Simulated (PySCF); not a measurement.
C4H4F2O2, SMILES C(=O)[C@H]1OC(F)(C1)F.

The structure is a stationary point at B3LYP-D3(BJ)/def2-SVP. The structure was generated by enumeration; whether it is a known compound was not checked. One conformer was computed; it need not be the lowest.

Two levels are set side by side: TDA-PBE/def2-SVPD (PySCF) and TDA-LC-ωPBE/def2-SVPD (PySCF). Vertical, same geometry. The lowest singlet is HOMO→LUMO 100 % with PBE and HOMO→LUMO 93 % with the other functional; states are paired by order. Differences are taken from unrounded values.

| quantity | TDA-PBE |
|---|---|
| lowest singlet excitation (eV) | 3.90 |
| lowest triplet excitation (TDA) (eV) | 3.28 |

### Question
These are the TDA-PBE values. What does TDA-LC-ωPBE give? (The exact figures need the calculation; the answer reports its results.)

### Answer

```
quantity                              TDA-LC-ωPBE  TDA-PBE minus TDA-LC-ωPBE
------------------------------------  -----------  -------------------------
lowest singlet excitation (eV)               4.16                      -0.27
lowest triplet excitation (TDA) (eV)         3.47                      -0.19
```

Functionals without exact exchange tend to place singlet excitations lower, as here. Differences between two approximate levels are no errors against the true value.

Rough cost on one machine, each run with all the roots and properties that it gave: TDA-LC-ωPBE against TDA-PBE about 3 times.
